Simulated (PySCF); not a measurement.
Level of theory: PBE0/[Ru def2-TZVP with ECP28, N def2-TZVP, F def2-TZVP], scalar-relativistic core potentials, density fitting, no spin–orbit coupling, PySCF.

```xyz
3
charge 0 multiplicity 1, angstrom
Ru   -0.0847    0.0000   -0.1111
N     0.3153   -0.0001   -1.6069
F     0.2106    0.0000    1.7797
```

FRuN (singlet), along the line from Ru1 (at 0) through N2 (at 1.548 Å). Core electrons replaced by a potential are absent, the electrostatic potential uses the reduced nuclear charge, and values within about 0.7 Å of such atoms have no physical meaning.

Problem. Tabulate the fields along this line at 0.85, 1.01, 1.16, 1.32, 1.47, 1.70, 1.86, 2.01, 2.17, 2.32, 2.48 Å.

Solution. 
```
distance (Å)  electron density (e/Å³)  electron localisation function  electrostatic potential (V)
        0.85                     2.72                           0.563                         35.3
        1.01                     3.07                           0.741                         38.6
        1.16                        4                           0.597                         72.8
        1.32                     7.49                           0.103                          187
        1.47                      186                           0.999                          904
        1.70                     28.2                           0.726                          348
        1.86                     4.25                           0.236                          110
        2.01                     2.59                            0.84                         43.8
        2.17                     1.42                           0.913                         18.3
        2.32                    0.723                           0.916                         7.73
        2.48                    0.353                           0.904                         3.17
```
